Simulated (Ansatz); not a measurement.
Ideal-gas functions of CHCl2I (`ClC(Cl)I`) at 600 K and 1 bar, from an Ansatz frequency run at PBE0-D4/def2-TZVP.

Molar mass 210.83 g/mol, point group Cs (symmetry number 1), electronic degeneracy 1, moments of inertia 155.03, 398.908, 542.178 u Å². Harmonic wavenumbers (cm⁻¹, unscaled): 187, 193, 321, 551, 731, 780, 1156, 1233, 3184.

Use S(trans) = R[1.5 ln M + 2.5 ln T − 1.1517]; rotational temperatures θ = 24.2544 K / I; S(rot) = R[ln(√π/σ · √(T³/θAθBθC)) + 1.5]; for each mode x = 1.438777 ν̃/T, S = R[x/(eˣ − 1) − ln(1 − e⁻ˣ)] and H = RT x/(eˣ − 1); 1 cm⁻¹ = 0.0119627 kJ/mol; R = 8.31446 J/(mol·K).

**Question.** By hand: the entropy, in J/(mol·K).

**Answer.** Translation 190.1. Rotation: θ = 0.1564, 0.0608, 0.0447 K, giving 129.3. Vibration, mode by mode: 15.05, 14.79, 10.69, 6.58, 4.64, 4.22, 2.07, 1.79, 0.03, in all 59.9. Electronic 0.0. Sum 379.3 J/(mol·K).

**Question.** By hand: H − E and G − E in kJ/mol, counted from the electronic energy.

**Answer.** Zero-point energy ½ × 8336 × 0.0119627 = 49.9; thermal vibration 18.9; translation, rotation and pV give 4 RT = 20.0. H − E = 88.8 kJ/mol, and G − E = 88.8 − 600 × 379.3/1000 = -138.8 kJ/mol.

Vibration gives 16 % of the entropy.
